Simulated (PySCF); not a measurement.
## Correlation energy of Ag (silver, neutral)

[Kr] 4d10 5p1, 2P determinant (an excited configuration). Calculation: PySCF 2.14, in x2c-TZVPPall (8s6p6d2f1g, 79 functions); the spin-free X2C one-electron Hamiltonian (Gaussian nucleus). Frozen: [Ar] 3d10; 19 electrons correlated.

| level | correlation energy (mhartree) |
| --- | --- |
| CCSD | -616.22 |
| (T) | -16.83 |
| CCSD(T) | -633.05 |

Diagnostics: T1 = 0.012, D1 = 0.0610, largest double amplitude 0.027.

Cost of the coupled-cluster step: about 20 core-seconds, for 19 correlated electrons.

The basis was made for the ground configuration and has no added diffuse functions, which can raise the energy of the promoted electron.

This basis was not built for core-valence correlation, so the inner-shell part is incomplete.
